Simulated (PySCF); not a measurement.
C4H8Si. Atoms are numbered in the order given.

```xyz
13

Si    -0.3893     0.4178     0.0000
C     -1.1609    -0.3101     1.5543
C     -1.1609    -0.3101    -1.5543
C      1.4214     0.0583     0.0000
C      2.6122    -0.1975     0.0000
H     -0.5545     1.9015     0.0000
H     -2.2412    -0.0940     1.5891
H     -0.6965     0.1104     2.4599
H     -1.0271    -1.4034     1.5779
H     -0.6965     0.1104    -2.4599
H     -1.0271    -1.4034    -1.5779
H     -2.2412    -0.0940    -1.5891
H      3.6635    -0.4203     0.0000
```

The structure is a stationary point at B3LYP-D3(BJ)/def2-SVP.

Calculation: PBE/pcSseg-1 run with PySCF.

GIAO shieldings, no solvent; atoms alike by connectivity are averaged. δ = σ(ref) − σ: ²⁹Si against TMS (σ = 335.4 ppm); ¹³C against TMS (σ = 182.0 ppm); ¹H against TMS (σ = 31.49 ppm), references at their B3LYP-D3(BJ)/def2-TZVP geometries, non-relativistic.

```
atoms                      nucleus  count  δ (ppm)
-------------------------  -------  -----  -------
Si1                           ²⁹Si      1        ?
C5                             ¹³C      1    101.0
C4                             ¹³C      1     90.4
C2, C3                         ¹³C      2      0.3
H6                              ¹H      1     4.82
H13                             ¹H      1        ?
H7, H8, H9, H10, H11, H12       ¹H      6        ?
```

Question: Fill in the missing entries. (The exact figures need the calculation; the answer reports its results.)

Answer: 
- Si1, δ (ppm): -41.9
- H7, H8, H9, H10, H11, H12, δ (ppm): 0.56
- H13, δ (ppm): 2.41
